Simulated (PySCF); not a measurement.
Vertical excitations of a molecule C₃H₄F₂O₂ from TDDFT-PBE0/def2-SVPD run with PySCF 2.14.0, as energy in eV (oscillator strength): 7.85 (0.024), 8.38 (0.006), 8.68 (0.002), 8.90 (0.052), 8.92 (0.007), 9.24 (0.008), 9.51 (0.022), 9.61 (0.005), 9.74 (0.031), 9.83 (0.017). Lowest triplet (TDA): 7.60 eV. Coordinates come from a PBE0-D3(BJ)/def2-SVP optimisation. Other conformers were not sampled.

Problem. Pick the molecule that these values belong to.
A) COC(F)(F)C=O
B) O[C@@H]1[C@H](O)C1(F)F
C) CC1OC(F)(F)O1
D) FC1(F)COCO1

Solution. D, FC1(F)COCO1
